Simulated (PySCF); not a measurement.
## Basis and Hamiltonian dependence of the excitation energy of Co

Co [Ar] 3d7 4s2 (4F) → Co [Ar] 3d8 4s1 (4F). All values are computed (PySCF 2.14, energy differences of UHF-based or UKS calculations, no spin-orbit coupling). Values in eV.

| basis | Hamiltonian | functions | UHF | r2SCAN | PBE0 | MP2 (valence) | CCSD(T) (valence) |
| --- | --- | --- | --- | --- | --- | --- | --- |
| aug-cc-pVDZ-DK | spin-free X2C | 59 | 1.924 | 0.040 | 0.309 | 0.295 | 0.856 |
| aug-cc-pVDZ | non-relativistic | 59 | 1.612 | -0.274 | 0.001 | 0.004 | 0.559 |
| ANO-RCC-VTZP | spin-free X2C | 59 | 1.750 | 0.298 | 0.492 | 0.074 | 0.742 |
| x2c-TZVPPall | spin-free X2C | 64 | 1.939 | -0.033 | 0.209 | 0.208 | 0.804 |
| ANO-R2 | spin-free X2C | 65 | 1.949 | n/a | n/a | 0.059 | 0.607 |
| aug-cc-pVTZ | non-relativistic | 93 | 1.634 | -0.346 | -0.100 | -0.138 | 0.421 |
| def2-QZVPPD | non-relativistic | 100 | 1.634 | -0.352 | -0.103 | -0.143 | 0.405 |
| x2c-QZVPPall | spin-free X2C | 103 | 1.948 | -0.050 | 0.206 | 0.149 | 0.704 |
| cc-pVQZ-DK | spin-free X2C | 104 | 1.947 | n/a | n/a | 0.106 | 0.700 |
| aug-cc-pVTZ with one added diffuse shell each of s, p, d, f, g type | non-relativistic | 118 | 1.634 | -0.344 | -0.099 | -0.132 | n/a |
| aug-cc-pwCVTZ-DK | spin-free X2C | 127 | 1.950 | -0.032 | 0.211 | 0.122 | n/a |
| x2c-QZVPPall with one added diffuse shell each of s, p, d, f, g type | spin-free X2C | 128 | 1.948 | -0.047 | 0.208 | 0.149 | n/a |
| aug-cc-pwCVTZ-DK with one added diffuse shell each of s, p, d, f, g type | spin-free X2C | 152 | 1.950 | -0.030 | 0.211 | 0.128 | n/a |

Frozen in the all-electron rows: valence: [Ar].

Non-relativistic rows lack the scalar-relativistic shift.

Reference for a calculation without spin-orbit coupling: 0.417 eV (measured, between term centres; NIST).
